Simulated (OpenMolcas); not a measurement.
Te4+: effect of the IPEA shift

- Program: OpenMolcas
- Basis: ANO-RCC-VTZP [7s6p4d2f1g]
- Scalar Hamiltonian: DKH2, point nucleus
- Active space: 2 electrons in 8 orbitals (5s 5p 6s 6p)
- State averaging: 2S+1 = 3 even, 3 roots; 2S+1 = 1 even, 7 roots; 2S+1 = 3 odd, 3 roots; 2S+1 = 1 odd, 3 roots
- Spin-orbit coupling: state interaction with AMFI integrals over the reference wave functions, term energies averaged over their components

Methods on the same reference wave functions:
A. CASSCF
B. MS-CASPT2, IPEA 0 Eh, imaginary shift 0.1 Eh (closed shells correlated: 4d)
C. MS-CASPT2, IPEA 0.25 Eh, imaginary shift 0.1 Eh (closed shells correlated: 4d)

Energies in cm-1 above 5s2 1S0, the measured ground level; measured values from Moore, Atomic Energy Levels, vol. III, NSRDS-NBS 35 (1971 reprint of NBS Circular 467, 1958).

```csv
Level,A,B,C,Measured
5s2 1S0,0.0,0.0,0.0,0.0
5s 5p 3P* 0,70894,74770,74840,
5s 5p 3P* 1,73786,77480,77550,
5s 5p 3P* 2,80791,84670,84740,
5s 5p 1P* 1,119421,108910,109400,111707
5p2 3P0,174403,175570,175810,176248
5p2 3P1,179313,180960,181200,182419
5p2 1S0,218759,211940,212260,
```

Deviations, from unrounded energies. A percentage is the sum of absolute deviations over the sum of measured energies, with the sign that they share, or ± where signs differ.

```csv
Against measurement,Levels,A,B,C
mean absolute deviation (cm-1),3,4200,1600,1300
other configurations (%),3,±2.7,-1.0,-0.8
```

C lies closest to measurement on these levels and A furthest from it. The largest miss of C in the table is 5s 5p 1P* 1, by -2300 cm-1. The ranking rests on the paired levels alone, and a cruder setting can come out closer through cancelling errors.

Between B and C the level of the table that moves most is 5s 5p 1P* 1, by 490 cm-1 (lowest in B, highest in C). Moves below CASPT2's spread within the term are not significant.

The lowest spin-free term lies below A's lowest term by 0.412 hartree in B, 0.411 hartree in C.

Over all roots computed the reference weight is 0.87 to 0.95 in B, 0.88 to 0.95 in C; the roots of lowest weight are the least certain, and an intruder state may touch them. Active for correlation alone: 6p 6s; no level in the range computed is led by a configuration that fills them, so any true level of that kind is missing. The ¹D term of p² mixes with s d, which this space lacks. Measured partners are found by configuration, term and J. A level has none where our copy of the source lacks it or the pairing is in doubt (some pairs that miss far off the trend of their configuration count as doubtful), and it then counts in no deviation. Levels of configurations outside the active space are missing. The table leaves out levels that lie high or whose names do not pair safely across all columns.

* marks odd parity.
